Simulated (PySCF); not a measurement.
# Polarisability and C₆ of In⁺ (indium, charge +1)

[Kr] 4d10 5s2, closed-shell 1S. All numbers are calculated (PySCF 2.14, scalar relativity by spin-free X2C-1e, in aug-cc-pwCVTZ-DK3 with one added diffuse shell each of s, p, d, f type (11s10p8d5f1g, 125 functions)). Coupled (time-dependent) response in atomic units; α is the mean over directions.

```
method  mean α (bohr³)  C₆ (like pair)  S(−4)
   M06           23.12           152.9  238.7
```

S(−4) is the Cauchy moment in α(ω) = α(0) + S(−4) ω² + …

α(iu) at M06:

```
u (hartree)  α(iu) (bohr³)
          0          23.12
     0.0500          22.54
      0.100          21.00
      0.200          16.75
      0.300          12.95
      0.500          8.313
      0.750          5.595
       1.00          4.191
       1.50          2.739
       2.00          1.976
       3.00          1.181
       5.00         0.5549
```

A single London oscillator, α(iu) = α/(1 + u²/ω²), gives C₆ = (3/4) ω α². Matching the computed C₆ needs ω = 4 × 152.9 / (3 × 23.12²) = 0.381 hartree.

For an ion, C₆ is the dispersion term alone; charge-induced terms of lower order in 1/R come first.
